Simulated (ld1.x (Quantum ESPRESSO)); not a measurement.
Which change was made? (Zn, TM)

ld1.x (Quantum ESPRESSO) 7.5 input, shortened:

```
&input
   title='Zn', zed=30., rel=1, dft='PZ', iswitch=3,
   config='[Ar] 3d10 4s1.75 4p0.25'
 /
 &inputp
   pseudotype=2, tm=.true., lloc=-1, rcloc=3.00,
   nlcc=.true.
 /
2
4S  1  0   1.75   0.00  1.75  1.75  0.0
4P  2  1   0.25   0.00  3.35  3.35  0.0
 &test
   configts(1)='4s1.75 4p0.25'
 /
```

Cutoffs, loose and tight: the cutoffs (Ry, on a coarse ladder) from which the occupation-weighted sum of valence levels, in a spherical-Bessel basis at the reference potential, stays within 10 and 1 mRy of its value at 400 Ry. They do not see the model core or the augmentation charge, which bear on the density cutoff. Test errors are all-electron minus pseudo excitation energies from the reference, over the configurations 4s2 4p0; 4s1 4p0; 4s1.5 4p0; 4s1 4p1; 4s0 4p1; 4s0 4p2 (two spin-polarised tests are not counted in the largest error); variants that change the core or the reference have their own tests.

The base gives: outcome: generated; cutoff, loose: 12 Ry; cutoff, tight: 30 Ry; bound ghosts: none; largest test error (meV): -170.

**Question.** After one change the result is: outcome: generated; cutoff, loose: 8 Ry; cutoff, tight: 21 Ry; bound ghosts: none; largest test error (meV): -204. Which change was it?
A. wave 4s (bound): rc 1.75 bohr becomes 4s (bound): rc 2.54 bohr
B. wave 4s (bound): rc 1.75 bohr becomes 4s (bound): rc 1.96 bohr
C. wave 4s (bound): rc 1.75 bohr becomes 4s (bound): rc 1.20 bohr
D. wave 4s (bound): rc 1.75 bohr becomes 4s (bound): rc 1.40 bohr

**Answer.** A. The others give: wave 4s (bound): rc 1.75 bohr becomes 4s (bound): rc 1.96 bohr → outcome: generated; cutoff, loose: 10 Ry; cutoff, tight: 30 Ry; bound ghosts: none; largest test error (meV): -171 | wave 4s (bound): rc 1.75 bohr becomes 4s (bound): rc 1.40 bohr → outcome: generated; cutoff, loose: 35 Ry; cutoff, tight: 70 Ry; bound ghosts: none; largest test error (meV): -177 | wave 4s (bound): rc 1.75 bohr becomes 4s (bound): rc 1.20 bohr → outcome: generated; cutoff, loose: 140 Ry; cutoff, tight: 230 Ry; bound ghosts: s; largest test error (meV): -170.
